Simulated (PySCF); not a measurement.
# CaN: energy against distance

Set-up: Ca x2c-TZVPPall, N x2c-TZVPPall; spin-free X2C with a Gaussian nucleus (PySCF 2.14). Energies in eV from Ca + N in their ground configurations at the same level. State: ⁴Σ⁻ (quartet), unpaired electrons σ ↑, π ↑↑.

```csv
R (Å),UHF-SCS-MP2
1.935,0.1166
2.025,-0.2973
2.115,-0.5426
2.183,-0.6438
2.250,-0.6913
2.317,-0.6975
2.408,-0.6585
2.520,-0.5570
2.655,-0.3517
2.835,0.0147
```

Correlated steps freeze 6 core orbitals. The state was picked by a PBE0 search and need not be the measured ground state.
